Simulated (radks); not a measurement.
The numbers below are computed, except where a source is named.
Initial-state core-level shifts of the sulfur ion S2+ when its valence configuration changes from [Ne] 3s2 3p2. Level of theory: non-relativistic Kohn-Sham, PBEsol, spin-polarised, spherical densities, point nucleus; open shells are filled with parallel spins first (a radial shooting solver on a logarithmic mesh with Libxc functionals). Shifts are changes of the shell-averaged eigenvalues in eV (positive: less bound); the change of the density at the nucleus, which sets a Mossbauer isomer shift, is in e/bohr^3, on a base of 2669.

valence          1s      2s      2p  density at nucleus
3p4          -2.413  -2.456  -2.411            -20.8017
3s1 3p3      -0.502  -0.619  -0.588            -10.2281
3s1.5 3p2.5  -0.326  -0.375  -0.360             -5.0809
3s0.5 3p3.5  -1.531  -1.602  -1.565            -15.5109
